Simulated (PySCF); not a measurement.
CH₅N₂, charge +1, singlet, at a GFN2-xTB geometry. Base run: HF/3-21G (PySCF).

Geometry (Å):
```xyz
8

N      1.1480     0.2002     0.0370
C      0.0000    -0.4040     0.1540
N     -1.1480     0.1247    -0.1608
H      1.2195     1.1475    -0.3170
H      2.0116    -0.2568     0.2964
H      0.0000    -1.4196     0.5411
H     -1.2196     1.0674    -0.5272
H     -2.0116    -0.3890    -0.0503
```
Charge +1, spin multiplicity 1.
All else is at PySCF's defaults.
Base energy -148.64290 Eh.

Each row names what was changed in the base input (with any setting that the change needs).

```csv
change,ΔE vs base (mEh),SCF cycles
base,0.000,9
level_shift = 0.1 (with mf.max_cycle = 100),0.000,9
conv_tol = 1e-7,0.000,8
level_shift = 0.3 (with mf.max_cycle = 100),0.000,10
diis = off; damp = 0.3 (with mf.diis_start_cycle = 200; with mf.max_cycle = 150),0.000,17
init_guess = atom,0.000,9
diis_space = 2,0.000,12
conv_tol = 1e-12,0.000,10
init_guess = mod_huckel,0.000,9
diis_space = 20,0.000,9
init_guess = 1e,0.000,11
diis = off (with mf.max_cycle = 100),0.000,12
conv_tol = 1e-11,0.000,10
```
